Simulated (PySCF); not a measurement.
Record of a relaxation.

C₄H₁₂Si.
Bonds: C1–Si2, Si2–C3, Si2–C4, Si2–C5. Hydrogens: H6, H7, H8 on C1; H9, H10, H11 on C3; H12, H13, H14 on C4; H15, H16, H17 on C5.

Computed by this run: PBE0-D3(BJ)/def2-SVP geometry optimisation, gas phase (PySCF); density fitting, grid level 1; the optimiser is geomeTRIC in internal coordinates, started from a GFN2-xTB structure with every atom displaced at random (about 0.01 Å). 5 of its 10 geometries are shown. The frame can shift and turn from step to step; on so coarse a grid that alone can change the energy by a few meV, and forces under 0.02 eV/Å are noise.

Step 0: E = -12208.7615 eV, largest atomic force 2.037 eV/Å
```
atom  x, y, z in Å  |  force x, y, z in eV/Å
C1     -0.386   -1.239   -1.415   -0.712   1.906  -0.097
Si2    -0.007   -0.005   -0.004    0.425   0.000  -0.227
C3     -0.012    1.783   -0.684    0.963  -0.578   1.540
C4     -1.287   -0.153    1.367   -0.755   0.335  -0.628
C5      1.713   -0.422    0.711   -0.829   0.493   0.478
H6     -1.384   -0.999   -1.856    0.368  -0.152   0.184
H7     -0.409   -2.244   -1.070    0.021  -1.352   0.448
H8      0.342   -1.143   -2.222    0.286  -0.029  -0.184
H9      0.241    2.507    0.126   -0.130  -0.310  -0.256
H10    -0.961    2.055   -1.079   -1.264   0.328  -0.549
H11     0.738    1.905   -1.453    0.464   0.047  -0.571
H12    -2.306    0.076    1.001    0.157   0.076  -0.177
H13    -1.379   -1.150    1.769    0.213  -0.778   0.299
H14    -1.134    0.529    2.199    0.334   0.339   0.378
H15     1.742   -1.437    1.117   -0.014  -0.259   0.056
H16     2.493   -0.323   -0.025    0.587  -0.017  -0.703
H17     1.979    0.270    1.529   -0.114  -0.049   0.009
```

Step 2: E = -12208.8940 eV, largest atomic force 0.166 eV/Å
```
atom  x, y, z in Å  |  force x, y, z in eV/Å
C1     -0.729   -0.876   -1.501    0.134  -0.075   0.062
Si2     0.023   -0.003   -0.007   -0.102   0.048   0.016
C3      0.301    1.820   -0.398   -0.075  -0.051  -0.087
C4     -1.209   -0.136    1.415   -0.049   0.013   0.039
C5      1.654   -0.806    0.476    0.068   0.011   0.054
H6     -1.726   -0.472   -1.730   -0.025   0.014  -0.024
H7     -0.839   -1.953   -1.288   -0.034   0.028  -0.039
H8     -0.102   -0.777   -2.401   -0.001   0.011   0.001
H9      0.620    2.380    0.494    0.009   0.003   0.013
H10    -0.635    2.272   -0.767    0.038   0.033   0.033
H11     1.067    1.958   -1.178    0.004  -0.009   0.002
H12    -2.205    0.206    1.088    0.013   0.006   0.010
H13    -1.317   -1.174    1.770    0.017  -0.002  -0.026
H14    -0.916    0.484    2.278    0.041  -0.018  -0.014
H15     1.528   -1.873    0.719   -0.019   0.003  -0.017
H16     2.402   -0.728   -0.330   -0.022  -0.005  -0.015
H17     2.075   -0.310    1.366    0.002  -0.011  -0.008
```

Step 4: E = -12208.9009 eV, largest atomic force 0.038 eV/Å
```
atom  x, y, z in Å  |  force x, y, z in eV/Å
C1     -0.711   -0.881   -1.505   -0.034   0.014  -0.012
Si2     0.002    0.001    0.000    0.008  -0.020   0.000
C3      0.287    1.818   -0.411    0.011   0.013   0.020
C4     -1.211   -0.133    1.437    0.007   0.004  -0.032
C5      1.637   -0.802    0.482   -0.012   0.032   0.011
H6     -1.699   -0.471   -1.769    0.006   0.010  -0.010
H7     -0.840   -1.958   -1.314    0.003  -0.027   0.018
H8     -0.057   -0.774   -2.385    0.015   0.006   0.010
H9      0.630    2.375    0.475    0.018  -0.006  -0.004
H10    -0.637    2.298   -0.767   -0.030   0.001  -0.009
H11     1.050    1.935   -1.198    0.000  -0.004  -0.008
H12    -2.211    0.226    1.143    0.004   0.010   0.020
H13    -1.313   -1.177    1.772   -0.016  -0.011   0.001
H14    -0.875    0.466    2.298   -0.001  -0.009   0.000
H15     1.499   -1.869    0.718    0.003  -0.003   0.004
H16     2.370   -0.730   -0.337    0.011  -0.003  -0.003
H17     2.073   -0.314    1.369    0.006  -0.008  -0.006
```

Step 7: E = -12208.9037 eV, largest atomic force 0.030 eV/Å
```
atom  x, y, z in Å  |  force x, y, z in eV/Å
C1     -0.711   -0.884   -1.505    0.025  -0.004   0.003
Si2    -0.007    0.001    0.002    0.011   0.013  -0.005
C3      0.282    1.815   -0.419   -0.008  -0.006  -0.006
C4     -1.213   -0.132    1.444   -0.003  -0.012   0.024
C5      1.632   -0.795    0.483    0.006  -0.025  -0.015
H6     -1.679   -0.453   -1.808   -0.002  -0.005   0.008
H7     -0.865   -1.957   -1.304   -0.006   0.021  -0.006
H8     -0.022   -0.797   -2.360   -0.011  -0.018  -0.007
H9      0.675    2.367    0.449   -0.008   0.004  -0.001
H10    -0.652    2.306   -0.739    0.018  -0.004   0.013
H11     1.013    1.915   -1.238   -0.010   0.006  -0.002
H12    -2.198    0.288    1.189    0.000   0.008  -0.017
H13    -1.362   -1.182    1.741   -0.001   0.008  -0.007
H14    -0.835    0.414    2.323    0.003  -0.004   0.007
H15     1.497   -1.861    0.727    0.001   0.003   0.002
H16     2.361   -0.731   -0.341   -0.007   0.003   0.005
H17     2.076   -0.304    1.363   -0.007   0.012   0.005
```

Step 9: E = -12208.9047 eV, largest atomic force 0.022 eV/Å
```
atom  x, y, z in Å  |  force x, y, z in eV/Å
C1     -0.715   -0.887   -1.501    0.021  -0.003   0.005
Si2    -0.002    0.000    0.001   -0.001   0.004  -0.002
C3      0.283    1.815   -0.420   -0.002  -0.010  -0.012
C4     -1.209   -0.129    1.442   -0.007   0.003   0.011
C5      1.637   -0.796    0.482    0.009  -0.003   0.004
H6     -1.674   -0.443   -1.811   -0.005   0.000   0.003
H7     -0.890   -1.953   -1.285   -0.007   0.002  -0.003
H8     -0.024   -0.828   -2.357   -0.007  -0.001  -0.004
H9      0.699    2.364    0.439   -0.002   0.001   0.003
H10    -0.658    2.307   -0.712    0.002   0.004   0.004
H11     0.990    1.919   -1.259    0.000   0.003   0.002
H12    -2.179    0.330    1.191    0.002   0.000  -0.004
H13    -1.395   -1.180    1.713    0.002   0.000  -0.003
H14    -0.818    0.384    2.335    0.002  -0.001  -0.002
H15     1.505   -1.860    0.734   -0.004   0.001  -0.002
H16     2.366   -0.735   -0.342   -0.003   0.001  -0.001
H17     2.078   -0.296    1.358   -0.001   0.000  -0.001
```

Question: Summarise the path.

Answer: The energy falls by 0.1431 eV from step 0 to step 9; nine tenths of that is first reached at step 2. It falls at every step. The largest force goes from 2.037 to 0.022 eV/Å. Among the bonds C1–H7 changes most (a near tie, within 0.001 Å, with another), from 1.063 to 1.102 Å; the atoms move by 0.032 Å rms after alignment.

Question: Follow the three bonds and two angles with the largest change from start to end.

Answer: 
| step | E above end (eV) | largest force (eV/Å) | C1–H7 (Å) | C3–H10 (Å) | Si2–C3 (Å) | H12–C4–H13 (°) | Si2–C4–H14 (°) |
| --- | --- | --- | --- | --- | --- | --- | --- |
| 0 | 0.1431 | 2.037 | 1.063 | 1.063 | 1.913 | 103.6 | 114.4 |
| 1 | 0.0265 | 0.342 | 1.110 | 1.110 | 1.885 | 106.9 | 112.5 |
| 2 | 0.0107 | 0.166 | 1.103 | 1.103 | 1.886 | 107.4 | 112.2 |
| 3 | 0.0054 | 0.057 | 1.101 | 1.101 | 1.884 | 107.7 | 111.6 |
| 4 | 0.0038 | 0.038 | 1.101 | 1.101 | 1.884 | 107.8 | 111.2 |
| 5 | 0.0027 | 0.034 | 1.102 | 1.102 | 1.884 | 107.8 | 110.9 |
| 6 | 0.0019 | 0.024 | 1.102 | 1.102 | 1.884 | 107.8 | 110.9 |
| 7 | 0.0010 | 0.030 | 1.102 | 1.102 | 1.885 | 107.7 | 110.9 |
| 8 | 0.0003 | 0.037 | 1.102 | 1.102 | 1.885 | 107.7 | 111.0 |
| 9 | 0.0000 | 0.022 | 1.102 | 1.102 | 1.885 | 107.7 | 111.1 |

What follows is the cost of the whole optimisation. The run took 65 s on one thread of an Arm Neoverse V1, shared host with 32 logical CPUs at a one-minute load of 20, and the process peaked at 0.60 GiB of memory.
